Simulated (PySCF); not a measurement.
**Broadened absorption spectrum of C5H11FSi**

Compound: C₅H₁₁FSi.
SMILES: `CC[C@@]1(CF)C[SiH2]1`

Level of theory: TDDFT CAM-B3LYP/def2-SVPD, vertical, gas phase, core orbitals frozen in the response in PySCF. The structure is a single GFN2-xTB conformer in the gas phase; no vibrational or solvent corrections. Torsions of this conformer, `[CH3:1][CH2:2][C@@:3]1([CH2:4][F:5])[CH2:6][SiH2:7]1`: C1–C2–C3–C4 -68°, C2–C3–C4–F5 -67°.

Computed states:

| state | E (eV) | f |
| --- | --- | --- |
| S1 | 6.21 | 0.233 |
| S2 | 6.35 | 0.010 |
| S3 | 6.83 | 0.054 |
| S4 | 7.13 | 0.0027 |
| S5 | 7.15 | 0.0093 |
| S6 | 7.49 | 0.017 |
| S7 | 7.55 | 0.011 |
| S8 | 7.71 | 0.0058 |

Each state is given a Gaussian of 0.3 eV full width at half maximum, with ε(max) = 2.175×10⁸ f / Δν̃ (Δν̃ the width in cm⁻¹). The width is an assumption, not a result. The curve ends short of the highest state used, and states not computed would add to its high-energy end.

Problem. What does the envelope look like, and where are its maxima?

Solution. 
(λ (nm), ε (L mol⁻¹ cm⁻¹)): (174.3, 1467), (175.7, 1837), (177.1, 2534), (178.6, 3595), (180.0, 4517), (181.4, 4911), (182.8, 4559), (184.2, 3619), (185.6, 2498), (187.0, 1605), (188.4, 1216), (189.8, 1524), (191.3, 2860), (192.7, 5270), (194.1, 8838), (195.5, 13189), (196.9, 17451), (198.3, 20498), (199.7, 21429), (201.1, 20006), (202.5, 16739), (204.0, 12300), (205.4, 8304), (206.8, 5085), (208.2, 2835), (209.6, 1444), (211.0, 675), (212.4, 290), (213.8, 115), (215.3, 39)

Maxima: 200 nm (6.21 eV), ε about 21000, made up of S1 (98%); 181 nm (6.83 eV), ε about 4900, made up of S3 (99%) (ε in L mol⁻¹ cm⁻¹; maxima over ε = 5, shares over 10%).

Problem. What would ε be at 6.21 eV, the highest of these maxima, with half the width (0.15 eV)?

Solution. About 42000 L mol⁻¹ cm⁻¹ against 21400, a factor of about 1.96; a lone state at its own centre would give exactly 2.

Problem. On this curve, what absorbance would a 10⁻⁴ mol/L sample give at 193 nm over a 1 cm path?

Solution. 193 nm is 6.424 eV, where ε is about 5900 L mol⁻¹ cm⁻¹, so A = ε c l ≈ 0.59 (Beer–Lambert, with the gas-phase spectrum and the assumed width).

Problem. Coming from long wavelengths, where does ε first pass 100 L mol⁻¹ cm⁻¹?

Solution. At about 214 nm (5.79 eV), 0.42 eV below S1.

Hardware: Arm Neoverse N1, one thread, shared host with 64 logical CPUs at a one-minute load of 60. Cost: 1.8 min wall, 1.0 GiB resident at most.

Without π bonds the low states are Rydberg-like; a valence basis with one diffuse set may place them up to an eV too high.
